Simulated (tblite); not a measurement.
C7H15NSi.
Bonds: C1–C2 (double), C2–C3, C3–C4 (double), C3–C5, C5–Si6, Si6–N7, N7–C8, N7–C9. Hydrogens: H10, H11 on C1; H12 on C2; H13, H14 on C4; H15, H16 on C5; H17, H18 on Si6; H19, H20, H21 on C8; H22, H23, H24 on C9.

The geometry is computed with GFN2-xTB (gas phase).

Some entries are withheld. Bonds in one row agree within 0.01 Å.

```json
{"coordinate": "C1=C2", "value": "1.328 Å"}
{"coordinate": "C2–C3", "value": "?"}
{"coordinate": "C3=C4", "value": "?"}
{"coordinate": "C3–C5", "value": "1.491 Å"}
{"coordinate": "C5–Si6", "value": "?"}
{"coordinate": "Si6–N7", "value": "1.721 Å"}
{"coordinate": "N7–C8, N7–C9", "value": "?"}
{"coordinate": "C1–H10", "value": "1.076 Å"}
{"coordinate": "C1–H11", "value": "1.077 Å"}
{"coordinate": "C2–H12", "value": "1.084 Å"}
{"coordinate": "C4–H13", "value": "1.077 Å"}
{"coordinate": "C4–H14", "value": "1.077 Å"}
{"coordinate": "C5–H15, C5–H16", "value": "1.089 Å"}
{"coordinate": "Si6–H17", "value": "1.466 Å"}
{"coordinate": "Si6–H18", "value": "1.476 Å"}
{"coordinate": "C8–H19 and 3 like bonds", "value": "1.090 Å"}
{"coordinate": "C8–H20, C9–H24", "value": "1.097 Å"}
{"coordinate": "C1–C2–C3", "value": "?"}
{"coordinate": "C2–C3–C4", "value": "?"}
{"coordinate": "C2–C3–C5", "value": "119.3°"}
{"coordinate": "C4–C3–C5", "value": "121.3°"}
{"coordinate": "C3–C5–Si6", "value": "109.9°"}
{"coordinate": "C5–Si6–N7", "value": "108.4°"}
{"coordinate": "Si6–N7–C8", "value": "?"}
{"coordinate": "Si6–N7–C9", "value": "?"}
{"coordinate": "C8–N7–C9", "value": "111.8°"}
```

Problem. Fill in the missing values.

Solution. 
- C2–C3 = 1.456 Å, drawn single (alkene CH carbon to fully substituted alkene carbon); equal to the sum of covalent radii, 1.46 Å.
- C3=C4 = 1.334 Å, drawn double (fully substituted alkene carbon to terminal =CH2 carbon); 0.13 Å below the sum of covalent radii, 1.46 Å.
- C5–Si6 = 1.904 Å, drawn single (sp3 carbon bound to silicon to SiH2 silicon); 0.03 Å above the sum of covalent radii, 1.87 Å.
- N7–C8, N7–C9 = 1.442 Å, drawn single (silicon-bound nitrogen to N-methyl carbon); 0.03 Å below the sum of covalent radii, 1.47 Å.
- C1–C2–C3 = 126.6°, at the alkene CH carbon; the outer atoms are 2.488 Å apart.
- C2–C3–C4 = 119.4°, at the fully substituted alkene carbon; the outer atoms are 2.411 Å apart.
- Si6–N7–C8 = 123.7°, at the silicon-bound nitrogen; the outer atoms are 2.793 Å apart.
- Si6–N7–C9 = 119.0°, at the silicon-bound nitrogen; the outer atoms are 2.728 Å apart.

Radii are Cordero's, carbon taken as 0.76, 0.73 or 0.69 Å for four, three, and two or fewer neighbours.

Its GFN2-xTB frequencies are all real (lowest 23 cm⁻¹). One conformer, not necessarily the lowest (C1–C2–C3–C4 175°, C2–C3–C5–Si6 85°, C3–C5–Si6–N7 176°, C5–Si6–N7–C8 40°).
